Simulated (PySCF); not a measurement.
Species: C₂H₈ClPSn.
Cartesian coordinates in Å at the PBE0-D3(BJ)/def2-SVP level; atoms count from 1:
```
atom  x, y, z in Å
P1     2.8379    0.0855   -0.6243
Sn2    0.7166   -1.2004   -0.2043
C3    -0.8048   -0.0024    0.7908
C4    -1.7533    0.6870   -0.1592
Cl5   -0.8846    1.7162   -1.3504
H6     2.1153    1.2865   -0.8989
H7     2.9891    0.4010    0.7631
H8     1.1061   -2.5349    0.8096
H9     0.0851   -1.7910   -1.6870
H10   -1.3777   -0.6630    1.4624
H11   -0.2818    0.7345    1.4196
H12   -2.4527    1.3577    0.3619
H13   -2.3415   -0.0303   -0.7489
```

Computed, not measured: PBE0-D3(BJ)/def2-SVP geometry optimisation, gas phase, def2 core potentials past Kr (PySCF 2.14.0).

Take the most abundant isotopes and a rigid rotor. The values belong to one conformer with, in the numbering `[PH2:1][SnH2:2][CH2:3][CH2:4][Cl:5]`, H–P1–Sn2–C3 -36° and 57°, P1–Sn2–C3–C4 92°, Sn2–C3–C4–Cl5 -56°.

**Question.** Give the principal moments of inertia and the rotational constants in GHz.

**Answer.** Ia = 238.97, Ib = 487.06, Ic = 658.22 u·Å²; 505379 MHz·u·Å²/I gives 2115, 1038 and 767.8 MHz, that is A = 2.1148, B = 1.0376, C = 0.7678 GHz.

**Question.** What kind of rotor is it?

**Answer.** An asymmetric top: κ = (2 × 1038 − 2115 − 767.8)/(2115 − 767.8) = -0.60.

**Question.** Is it planar, by Δ = Ic − Ia − Ib?

**Answer.** Not planar: Δ = Ic − Ia − Ib = -67.81 u·Å². For a rigid frame Δ = −2 Σ m c², so Σ m c² = 33.90 u·Å² lies off the ab plane: 13.09 from hydrogen and 20.81 from heavier atoms. The atom farthest from that plane is 1.95 Å away.

**Question.** Where do the levels up to J = 3 lie, in K?

**Answer.** Above 0(0,0), as E/k:
J = 1: 1(0,1) 0.087, 1(1,1) 0.138, 1(1,0) 0.151
J = 2: 2(0,2) 0.258, 2(1,2) 0.299, 2(1,1) 0.338, 2(2,1) 0.493, 2(2,0) 0.495
J = 3: 3(0,3) 0.510, 3(1,3) 0.538, 3(1,2) 0.615, 3(2,2) 0.753, 3(2,1) 0.763, 3(3,1) 1.045, 3(3,0) 1.045
The levels of one J sum to (2J + 1)J(J + 1)(A + B + C)/3.

**Question.** Which types of transition are allowed, and where do some lines up to J = 5 fall?

**Answer.** The dipole components are |μa| = 1.17 D, |μb| = 2.11 D, |μc| = 1.36 D. The squared components, which scale the intensities, stand as 0.31 : 1.00 : 0.42 (a : b : c). Some lines, for components of 0.1 D or more:

| type | branch | J(Ka,Kc) | MHz | lower level (cm⁻¹) |
| --- | --- | --- | --- | --- |
| c | Q | 1(1,1) ← 1(0,1) | 1077 | 0.060 |
| a | Q | 3(1,2) ← 3(1,3) | 1614 | 0.374 |
| b | R | 2(0,2) ← 1(1,1) | 2489 | 0.096 |
| b | R | 3(1,2) ← 2(2,1) | 2559 | 0.342 |
| a | R | 2(1,2) ← 1(1,1) | 3341 | 0.096 |
| a | R | 2(1,1) ← 1(1,0) | 3881 | 0.105 |
| c | R | 2(2,1) ← 1(1,1) | 7382 | 0.096 |
| b | Q | 5(4,1) ← 5(3,2) | 8284 | 1.279 |
| a | R | 5(4,2) ← 4(4,1) | 9126 | 1.250 |
| c | R | 3(2,2) ← 2(1,2) | 9457 | 0.208 |
| b | R | 3(2,1) ← 2(1,2) | 9673 | 0.208 |
| c | R | 4(1,3) ← 3(0,3) | 9863 | 0.354 |
| c | Q | 5(5,1) ← 5(4,1) | 10814 | 1.555 |
| b | Q | 5(5,0) ← 5(4,1) | 10814 | 1.555 |
| b | R | 4(3,1) ← 3(2,2) | 13418 | 0.523 |
| b | R | 5(5,1) ← 4(4,0) | 19943 | 1.250 |
| c | R | 5(5,0) ← 4(4,0) | 19943 | 1.250 |
| c | R | 5(5,1) ← 4(4,1) | 19944 | 1.250 |

Whether it is a minimum is left open (no frequencies). No vibrational averaging or centrifugal distortion is included, and the geometry carries the error of its method. Quadrupole hyperfine structure (35Cl) is left out.

Hardware: Arm Neoverse V2, one thread, no GPU, shared host with 96 logical CPUs at a one-minute load of 43. Cost: 1.9 min wall, 0.52 GiB resident at most. This is the geometry optimisation.
